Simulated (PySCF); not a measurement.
Zr(OEt)(H)3 (C₂H₈OZr), SMILES [O]([ZrH3])CC, multiplicity 1.

Coordinates come from a B3LYP-D3(BJ)/def2-SVP optimisation. The spin state was assumed, not searched. The def2 effective core potentials stand for the cores of Zr; spin–orbit coupling is left out. The values are those of a single conformer.

Calculation: PBE0/def2-TZVP (PySCF).

Gas-phase values at a fixed geometry.

Task: Estimate the frontier levels, gap, dipole moment and polarisability. (The exact figures need the calculation; the answer reports its results.)

Result: 
- highest occupied level = -7.87 eV
- lowest empty level = -1.65 eV
- orbital gap = 6.22 eV
- dipole moment = 2.37 D
- quadrupole, principal values (traceless, Buckingham form, about the centre of nuclear charge) = -4.47, -4.00, 8.47 D·Å
- mean static polarisability = 79.1 bohr³ (11.72 Å³)
- polarisability, principal values = 71.3, 73.4, 92.7 bohr³
